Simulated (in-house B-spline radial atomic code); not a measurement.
Configurations of the lanthanum ion La⁶⁺, with energies counted from [Kr] 4d10 5s2 5p3. All numbers are computed (Dirac-Hartree-Fock, average of configuration; Fermi nucleus of rms radius 4.855 fm) with an all-electron radial atomic-structure program (B-spline basis), not measured. Energies include first-order Breit, QED and recoil terms.

Occupations are held fixed; configurations that lie above the ionisation limit could autoionise.

| configuration | E - E(ref) (eV) | highest orbital | its <r> (bohr) |
| --- | --- | --- | --- |
| [Kr] 4d10 5s1 5p4 | 20.169 | 5p3/2 | 1.653 |
| [Kr] 4d10 5s2 5p2 7d1 | 65.975 | 7d5/2 | 5.932 |
| [Kr] 4d10 5s2 5p2 8s1 | 67.832 | 8s1/2 | 6.868 |
| [Kr] 4d10 5s2 5p2 9s1 | 73.699 | 9s1/2 | 9.51 |
| [Kr] 4d10 5s1 5p3 7f1 | 91.245 | 7f7/2 | 7.463 |
| [Kr] 4d9 5s2 5p3 7s1 | 153.21 | 7s1/2 | 4.606 |
| [Kr] 4d9 5s2 5p3 5g1 | 157.56 | 5g7/2 | 3.767 |
| [Kr] 4d9 5s2 5p3 8s1 | 163.55 | 8s1/2 | 6.812 |
| [Ar] 3d9 4s2 4p6 4d10 5s2 5p3 9s1 | 911.53 | 9s1/2 | 9.416 |

(1) Order these further configurations by energy, lowest first.
A. [Kr] 4d10 5s1 5p3 5d1
B. [Kr] 4d10 5s2 5p2 5d1
C. [Kr] 4d9 5s2 5p3 7f1
D. [Ar] 3d9 4s2 4p6 4d10 5s2 5p4
E. [Kr] 4d10 5s2 5p2 6d1

(2) How far above the reference does [Kr] 4d10 5s1 5p3 6d1 lie?

(3) How far above the reference does [Ar] 3d9 4s2 4p6 4d10 5s2 5p3 9g1 lie?

(4) How far above the reference does [Kr] 4d10 5s1 5p3 8d1 lie?

Answers

(1) B (26.956 eV), A (46.04 eV), E (54.013 eV), C (167.29 eV), D (834.48 eV).

(2) 73.56 eV; its least bound orbital is 6d5/2 with <r> = 3.788 bohr.

(3) 918.38 eV; its least bound orbital is 9g7/2 with <r> = 15.54 bohr.

(4) 92.24 eV; its least bound orbital is 8d5/2 with <r> = 8.472 bohr.
